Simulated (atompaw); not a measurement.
## How hard is this B (Z = 5) PAW (atompaw) potential?

B (Z = 5), PAW, made with atompaw 4.2.0.5 (LDA (PW92), scalar-relativistic). Core [He], reference 2s2 2p0 (charge +1). Waves: 2s (bound): rc 3.00 bohr; 2s channel at 2.35 Ry: rc 3.00 bohr; 2p (bound, empty): rc 3.00 bohr; 2p channel at 0.5 Ry: rc 3.00 bohr. Local part: bessel scheme, radius 2.15 bohr. Core correction: smooth core density matched at 2.30 bohr. Augmentation charge: sinc compensation charge, radius 2.90 bohr; PAW radius 3.00 bohr; waves and projectors: custom polynom2 7 10 vanderbiltortho.

The pseudo-atom Hamiltonian at the reference potential is diagonalised in spherical Bessel functions j_l(qr) that vanish at 20 bohr, with q² up to the cutoff. All-electron valence levels (Ry): 2s -1.4267, 2p -0.9890.

Q: How do the lowest levels (Ry) of each channel move with the cutoff, and are there ghosts?

A:

```csv
cutoff (Ry),s #1,s #2,p #1,d #1,f #1,f #2,Σ f·Δε (mRy)
8,-1.4241,-0.2944,-0.9833,-0.1520,-0.0441,0.0625,5.2
10,-1.4245,-0.2945,-0.9864,-0.1520,-0.0441,0.0625,4.3
12,-1.4256,-0.2950,-0.9865,-0.1520,-0.0441,0.0625,2.1
15,-1.4262,-0.2953,-0.9877,-0.1520,-0.0441,0.0625,0.9
18,-1.4263,-0.2954,-0.9884,-0.1520,-0.0441,0.0625,0.8
21,-1.4264,-0.2955,-0.9885,-0.1520,-0.0441,0.0625,0.5
400,-1.4267,-0.2956,-0.9890,-0.1520,-0.0441,0.0625,0.0
```

Result: no extra level below or beside the all-electron valence levels (s, p, d, f tested); 10 mRy is reached at 8 Ry and 1 mRy at 15 Ry.
